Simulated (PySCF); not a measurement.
The numbers are results of B3LYP-D3(BJ)/def2-TZVP run with PySCF, not measurements. All species are isolated molecules in the gas phase. B3LYP has the VWN-RPA correlation part, as in Gaussian. Excitations are Tamm–Dancoff values on a coarser integration grid. The basis has no diffuse functions, so Rydberg states are missing or too high.

Reference species (SMILES): `C1O[SiH2]1` (neutral, multiplicity 1).

| Quantity | Value |
|---|---|
| LUMO | -0.76 eV |
| S1–T1 gap (TDA) | 1.05 eV |

Changed species: `O=C[SiH3]`.

Task: Predict the effect on the LUMO and S1–T1 gap (TDA).

Result: the LUMO decreases by 1.15 eV, to -1.91 eV; the S1–T1 gap (TDA) drops by 0.32 eV, to 0.73 eV.
